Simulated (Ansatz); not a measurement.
Geometry optimisation, RKS r2SCANh-D4/def2-SVP in Ansatz 0.2.0.

The input (input.yaml):

```yaml
crystal:
  periodic: [false, false, false]
  atoms:
    - { symbol: O, position_ang: [1.0692, 0.5799, -0.0749] }
    - { symbol: B, position_ang: [-0.1097, -0.3064, -0.0893] }
    - { symbol: Cl, position_ang: [-0.3861, -1.4544, 1.3147] }
    - { symbol: Cl, position_ang: [-1.1949, -0.3284, -1.5215] }
    - { symbol: H, position_ang: [0.6714, 1.4356, 0.3296] }
basis:
  gaussian: { orbitals: def2-SVP }
hamiltonian:
  xc: r2scanh
  dispersion: d4
relax:
  f_tol: 0.02
  max_steps: 40
```

Command:

```bash
$ ansatz run input.yaml --threads 1 --pin off --max-ram 2048MiB --backend cpu --events-out ev --progress --plain --runs-dir out
```

**Question.** Where does it end, and by what steps?

**Answer.** The forces met the threshold. After 7 steps the energy has fallen by 0.940 eV; H5 moved furthest, 0.60 Å.

| step | energy less start (eV) | largest force component (eV/Å) | accepted |
| --- | --- | --- | --- |
| 0 | 0.0000 | 4.339 | yes |
| 1 | -0.2992 | 2.090 | yes |
| 2 | -0.4938 | 0.595 | yes |
| 3 | -0.5711 | 0.490 | yes |
| 4 | -0.7128 | 1.145 | yes |
| 5 | -0.9053 | 0.605 | yes |
| 6 | -0.9352 | 0.280 | yes |
| 7 | -0.9403 | 0.008 | yes |

```xyz
5
Properties=species:S:1:pos:R:3
O 0.777 0.657 0.385
B -0.121 -0.285 0.073
Cl -0.310 -1.659 1.143
Cl -1.111 -0.164 -1.388
H 0.815 1.378 -0.254
```

Whether the end is a true minimum wasn't checked by a vibrational analysis.

The run took 27 s on 1 thread of Arm Neoverse V2, with other jobs on the host, peak memory 0.14 GiB.
